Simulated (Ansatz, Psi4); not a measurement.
Species: C2HO, charge 0, multiplicity 2. SMILES: [C]1=CO1
Geometry: optimised at B3LYP-D3(BJ)/def2-TZVP (Ansatz, a first-principles code).

Wanted: size of the dipole moment, in D. Conventions: open shells spin-unrestricted; non-relativistic; 6-311+G** with 5d; 6-31G* and kin with 6d, 5d where marked; LANL2DZ all-electron up to Ne; dispersion terms only where a functional's name holds one; spin-orbit terms left out. Ab initio and DFT rows: single points at B3LYP-D3(BJ) geometries (Ansatz).

```
level              program  size of the dipole moment (D)
-----------------  -------  -----------------------------
PBE/STO-3G          Ansatz                           2.10
PBE/3-21G           Ansatz                           2.82
PBE/LANL2DZ         Ansatz                           3.14
PBE/6-31G*          Ansatz                           2.81
B3LYP/STO-3G        Ansatz                           2.06
B3LYP/6-31G         Ansatz                           2.98
B3LYP/6-31G**       Ansatz                           2.85
PBE0/6-311+G**      Ansatz                           3.05
wB97X-D/6-311+G**     Psi4                           3.09
```

No value to compare with is used here. The 9 habitual levels span 2.06 (B3LYP/STO-3G) to 3.14 D (PBE/LANL2DZ).

The levels are drawn from those run, B3LYP/6-31G* more often than the rest, none by its result; left out are runs that failed, that the program found above a lower state of the same kind, or whose <S^2> lies over 0.5 above the pure value.
